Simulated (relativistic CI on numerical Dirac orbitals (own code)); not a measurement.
Ho⁴¹⁺: sensitivity of the levels to the model

Base calculation: Dirac-Coulomb-Breit CI, separate exchange-only KLI orbitals for each configuration, model QED (radiative potential, 1s self-energy scaled to tabulated hydrogen-like ionisation energies), unscaled Slater integrals.

Configurations in the expansion (outside the closed core [Ne]): 3s2 3p6 3d8, 3s2 3p5 3d9, 3s2 3p4 3d10, 3s 3p6 3d9, 3p6 3d10, 3s 3p5 3d10, 3s2 3p6 3d7 4s, 3s2 3p6 3d7 4p, 3s2 3p4 3d9 4s, 3s2 3p6 3d7 4d, 3s2 3p4 3d9 4p, 3s2 3p5 3d8 4s, 3s2 3p6 3d7 4f, 3s2 3p4 3d9 4d, 3s 3p5 3d9 4s, 3s2 3p5 3d8 4p, 3s 3p5 3d9 4p, 3s2 3p6 3d6 4s2, 3s2 3p5 3d8 4d, 3s 3p6 3d8 4s, 3s 3p5 3d9 4d, 3s2 3p6 3d6 4s 4p, 3p6 3d9 4s, 3s2 3p6 3d7 5s, 3s2 3p5 3d8 4f, 3s2 3p6 3d6 4p2, 3s 3p6 3d8 4p, 3p6 3d9 4p, 3s2 3p6 3d6 4s 4d, 3s2 3p6 3d7 5p, 3s2 3p6 3d7 5d, 3s2 3p5 3d7 4s2, 3s2 3p6 3d6 4p 4d, 3p6 3d9 4d, 3s 3p6 3d8 4d, 3s2 3p6 3d7 5f. Levels of other configurations are missing.

Variants: (1) one mean potential for all configurations. Shifts of the energy above 3s2 3p6 3d8 3F_4, in eV, for the lowest level and the first level of each name with at least 55 % of one term (blank where a level changes its place among those of its configuration and J or its character, or is not in the variant):

```tsv
Level	Base	Δ(1)
3s2 3p6 3d8 3F_4	0.000	0.000
3s2 3p6 3d8 3P_0	24.503	+0.001
3s2 3p6 3d8 3F_3	39.453	+0.009
3s2 3p6 3d8 3P_1	52.255	+0.008
3s2 3p6 3d8 1G_4	53.008	+0.009
3s2 3p6 3d8 3F_2	85.134	+0.019
3s2 3p6 3d8 1S_0	107.039	+0.018
3s2 3p5 3d9 3F°_4	355.820	-0.110
3s2 3p5 3d9 1D°_2	363.985	-0.106
3s2 3p5 3d9 3D°_3	377.481	-0.104
3s2 3p5 3d9 3D°_2	409.136	-0.105
3s2 3p5 3d9 3P°_0	415.085	-0.105
3s2 3p5 3d9 3F°_3	417.677	-0.108
3s2 3p5 3d9 3F°_2	589.151	-0.109
```

At this charge energies of transitions that change n are usually good to better than 1 %, and those within a shell (Δn = 0) to a few per cent.

Ionisation energy from the two ground configurations alone: base 3238.28 eV. The NIST ASD value (theoretical) is 3238 eV.

LS names give the leading component of a level, which can be under half, so a name can repeat, a term be missing and a line seem to break the LS rules.
